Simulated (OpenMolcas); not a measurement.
# Levels of Kr⁴⁺ by method

```yaml
Program: OpenMolcas 26.06
Basis: ANO-RCC-VTZP [6s5p3d1f]
Scalar_Hamiltonian: DKH2, point nucleus
Active_space: 4 electrons in 9 orbitals (RAS2 4s 4p; RAS3 4d, at most 2 electrons)
State_averaging: 2S+1 = 3 even, 6 roots; 2S+1 = 1 even, 12 roots; 2S+1 = 5 odd, 1 root; 2S+1 = 3 odd, 9 roots; 2S+1 = 1 odd, 8 roots
Spin-orbit_coupling: state interaction with AMFI integrals over the reference wave functions, term energies averaged over their components
```

Methods on the same reference wave functions:
A. RASSCF
B. SS-RASPT2, IPEA 0.25 Eh, imaginary shift 0.1 Eh (closed shells correlated: 3d)
C. MS-RASPT2, IPEA 0.25 Eh, imaginary shift 0.1 Eh (closed shells correlated: 3d)
D. XMS-RASPT2, IPEA 0.25 Eh, imaginary shift 0.1 Eh (closed shells correlated: 3d)

Energies in cm-1 above 4s2 4p2 3P0, the measured ground level; measured values from Saloman, J. Phys. Chem. Ref. Data 36, 215 (2007).

| Level | A | B | C | D | Measured |
| --- | --- | --- | --- | --- | --- |
| 4s2 4p2 3P0 | 0.0 | 0.0 | 0.0 | 0.0 | 0.0 |
| 4s2 4p2 3P1 | 3222 | 3270 | 3280 | 3270 | 3743 |
| 4s2 4p2 3P2 | 6950 | 6900 | 6910 | 6900 | 7595 |
| 4s2 4p2 1D2 | 21152 | 19530 | 19550 | 19500 | 19723 |
| 4s2 4p2 1S0 | 41434 | 39570 | 39530 | 39830 | 39204 |
| 4s 4p3 5S* 2 | 90080 | 92970 | 92990 | 93220 |  |
| 4s 4p3 3D* 1 | 127104 | 127460 | 127490 | 127710 | 129658 |
| 4s 4p3 3D* 2 | 127134 | 127510 | 127530 | 127750 | 129779 |
| 4s 4p3 3D* 3 | 128039 | 128420 | 128450 | 128670 | 131016 |
| 4s 4p3 3P* 0 | 146509 | 146470 | 146500 | 146730 | 147925 |
| 4s 4p3 3P* 1 | 146732 | 146700 | 146730 | 146950 | 148287 |
| 4s 4p3 3P* 2 | 146969 | 146940 | 146960 | 147190 | 148668 |
| 4s 4p3 1D* 2 | 163880 | 162700 | 162720 | 162920 | 163387 |

Deviations, from unrounded energies. A percentage is the sum of absolute deviations over the sum of measured energies, with the sign that they share, or ± where signs differ.

```
                        Against measurement  Levels      A      B      C      D
             mean absolute deviation (cm-1)      11   1700   1300   1300   1200
      fine structure of the ground term (%)       2  -10.3  -10.3  -10.1  -10.3
other terms of the ground configuration (%)       2   +6.2   ±0.9   ±0.8   ±1.4
                   other configurations (%)       7   ±1.3   -1.3   -1.2   -1.1
```

D lies closest to measurement on these levels and A furthest from it. The largest miss of D in the table is 4s 4p3 3D* 3, by -2300 cm-1. The ranking rests on the paired levels alone, and a cruder setting can come out closer through cancelling errors.

Among B to D the level of the table that moves most is 4s2 4p2 1S0, by 300 cm-1 (lowest in C, highest in D). Moves below CASPT2's spread within the term are not significant.

From A to B the spin-free energies of the other terms of 4s2 4p2 shown, above 3P, scale by factors of 0.88 to 0.94.

The lowest spin-free term lies below A's lowest term by 0.067 hartree in B, 0.067 hartree in C, 0.069 hartree in D.

CASPT2 breaks the degeneracy within a term, and the mean is taken; among the terms shown or strongly mixed into the levels shown the widest spread is 48 cm-1 (4s 4p3 1D*, D). Configurations are named by rounded mean occupations; where the s occupation lies near a half they are strongly mixed, a name can repeat and a true partner stay unpaired. Some terms take much of their weight from 4d, a shell meant for correlation, so their names are nominal. Some terms mix strongly with configurations of 4d, whose occupation reaches 0.45 (4s 4p3 1D*). Computed and measured levels are paired by configuration, term and J; levels that our copy of the source lacks, or whose pairing is in doubt (as where it misses far off the trend of its configuration), stay unpaired and out of the deviations. Levels of configurations outside the active space are missing. Levels that lie high or do not pair safely by name in every column are left out.

* marks odd parity.
